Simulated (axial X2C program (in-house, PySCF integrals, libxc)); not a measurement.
# TcC along the bond: PBE0, 2c

All values were computed with an axial X2C code built on PySCF integrals. Two-component (2c) means X2C with spin–orbit coupling and atomic mean-field two-electron Coulomb and Gaunt terms. Basis: Tc dyall-cv3z [12s12p8d5f3g], C dyall-v3z [7s6p2d1f] (cores contracted in-house); Gaussian nuclei, density fitting, unrestricted open shells. Masses: Tc 98.907 u, C 12.000 u.

State: Ω = 3/2 (⟨Sz⟩ = 1.50, ⟨Lz⟩ = 0.00 at PBE0). Dipoles are positive if C is the positive end.

Results along the bond:

| R (Å) | μ (D) | HOMO (eV) | LUMO (eV) |
| --- | --- | --- | --- |
| 1.428 | -1.731 | -5.14 | -2.52 |
| 1.493 | -2.071 | -5.26 | -2.48 |
| 1.542 | -2.301 | -5.34 | -2.45 |
| 1.592 | -2.507 | -5.41 | -2.41 |
| 1.641 | -2.689 | -5.47 | -2.37 |
| 1.698 | -2.868 | -5.54 | -2.39 |
| 1.756 | -3.012 | -5.60 | -2.39 |
| 1.830 | -3.145 | -5.66 | -2.39 |
| 1.920 | -3.237 | -5.72 | -2.39 |
| 2.051 | -3.264 | -5.78 | -2.41 |

One determinant describes the state; a PBE0 search over occupations chose it and may have missed a lower one. Density functionals use the spin component along the axis (collinear). PBE0 can misorder states that lie within some tenths of an eV, so this need not be the ground state of the molecule. The nearest other 2c determinant of the search, Ω = 5/2, lies 0.71 eV up at the distance of the search. With several unpaired electrons one determinant need not be a pure state. This is the top spin component of a Σ state; components of lower Ω are not single determinants and can lie lower. The determinant is spin-polarised beyond a pure state at some levels (its spin-free form has ⟨S²⟩ too high), which makes Re and μ there less reliable.
